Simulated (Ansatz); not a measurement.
`[F][Zn][N]([SiH3])[SiH3]` + HCl → `[SiH3][N]([SiH3])[Zn][Cl]` + H–F  (ligand exchange at a Zn–F bond)

Isolated molecules relaxed with PBE0-D4/def2-TZVP in Ansatz; ΔE leaves out vibrations. CCSD(T)/CBS is the MP2 limit (def2-TZVPP, def2-QZVPP) plus CCSD(T) − MP2 in def2-TZVPP, frozen cores. This one scheme is used for every species. Functionals use def2-TZVPP. B3LYP here is the variant with VWN-RPA as its local correlation; programs differ in this. HSE06 is defined as in plane-wave codes. For Zn outer-core shells are correlated without core-valence functions, which leaves a few kJ/mol of doubt a bond. Scalar relativity is left out up to krypton. Each species was taken in one conformer, which may not be the lowest.

```
             level  ΔE (kcal/mol)  difference from CCSD(T)/CBS
       LDA (SPW92)          -14.5                          1.5
         revPBE-D4          -14.1                          1.9
           BLYP-D4          -12.4                          3.6
         r2SCAN-D4          -14.5                          1.5
            B97M-V          -13.6                          2.4
           PBE0-D4          -16.4                         -0.4
          B3LYP-D4          -14.4                          1.6
        r2SCANh-D4          -15.4                          0.6
        r2SCAN0-D4          -16.6                         -0.6
          HSE06-D4          -16.5                         -0.5
          BHLYP-D4          -16.3                         -0.3
      CAM-B3LYP-D4          -13.8                          2.2
           ωB97X-V          -14.3                          1.7
           ωB97M-V          -15.1                          0.9
            B2PLYP          -14.1                          1.9
          PBE-QIDH          -16.8                         -0.8
               PBE          -13.5                          2.5
            revPBE          -13.2                          2.8
              BLYP          -11.3                          4.7
            r2SCAN          -14.3                          1.7
              PBE0          -15.8                          0.2
             B3LYP          -13.4                          2.6
           r2SCANh          -15.2                          0.8
           r2SCAN0          -16.3                         -0.3
             HSE06          -15.9                          0.1
             BHLYP          -15.4                          0.6
         CAM-B3LYP          -13.1                          2.9
           LC-ωPBE          -13.7                          2.3
RPA@PBE/def2-TZVPP          -13.1                          2.9
       HF/def2-SVP          -16.1                         -0.1
     CCSD/def2-SVP          -12.3                          3.7
  CCSD(T)/def2-SVP          -12.3                          3.7
    MP2/def2-TZVPP          -15.9                          0.1
   CCSD/def2-TZVPP          -15.1                          0.9
CCSD(T)/def2-TZVPP          -15.1                          0.9
     HF/def2-QZVPP          -16.3                         -0.3
    MP2/def2-QZVPP          -16.2                         -0.2
SCS-MP2/def2-QZVPP          -15.0                          1.0
     MP2/CBS(def2)          -16.8                         -0.8
    CCSD/CBS(def2)          -16.0                          0.0
       CCSD(T)/CBS          -16.0                            0
```

Largest T1 diagnostic among the species: 0.016.

At CCSD(T), def2-SVP lies +3.6 kcal/mol from the extrapolated value and def2-TZVPP +0.9 kcal/mol. In def2-TZVPP, CCSD(T) changes the Hartree–Fock value by +1.9 kcal/mol (the triples alone add +0.0 kcal/mol) and MP2 by +1.1 kcal/mol.

CCSD(T)/CBS has its own doubt, a few kJ/mol and more with outer-core shells, so smaller differences from it don't rank the levels.
